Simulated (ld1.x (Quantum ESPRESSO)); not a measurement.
# Ranking TM potentials for zinc (Zn)

All share these settings but for the change named:

| Item | Value |
| --- | --- |
| Element | Zn |
| Generator | ld1.x (Quantum ESPRESSO) 7.5 |
| Type | norm-conserving Troullier–Martins (Kleinman–Bylander form) |
| Functional | PBE |
| Relativity | scalar-relativistic |
| Frozen core | [Ar] |
| Valence charge | 12 |
| Reference configuration | 3d10 4s2 4p0 |
| Partial waves | 4s (bound): rc 2.30 bohr; 4p (bound, empty): rc 2.00 bohr; 3d (bound): rc 1.05 bohr |
| Local potential | all-electron potential smoothed inside 1.95 bohr (lloc = -1) |
| Core correction | a·sin(br)/r model core inside 1.00 bohr |

Cutoff: the first of the cutoffs (Ry, on a coarse ladder) from which the occupation-weighted sum of valence levels, in a spherical-Bessel basis at the reference potential, stays within 10 and 1 mRy of its value at 400 Ry; the density cutoff is not measured.

The base gives 230 Ry.

Of 7 variants that were run, those that failed, showed a ghost or another fault, or gave nearly equal values are left out.

A variant can come out equal or close to the base.

Rank these variants from softest to hardest (loose cutoff).
A. wave 3d (bound): rc 1.05 bohr becomes 3d (bound): rc 1.58 bohr
B. reference 3d10 4s1.75 4p0
C. core [Ne] 3s2, valence charge 18; reference 3p6 3d10 4s2 4p0; waves now 3p (bound): rc 0.75 bohr; 3d (bound): rc 1.15 bohr; 4s (bound): rc 1.40 bohr; local potential the s channel; core correction Bessel-smoothed model core inside 0.40 bohr
D. all radii but the core radius scaled by about 0.82 (s 1.90, p 1.64, d 0.86 bohr); local potential all-electron potential smoothed inside 1.60 bohr (lloc = -1)

A (120 Ry), C (200 Ry), B (230 Ry), D (300 Ry).
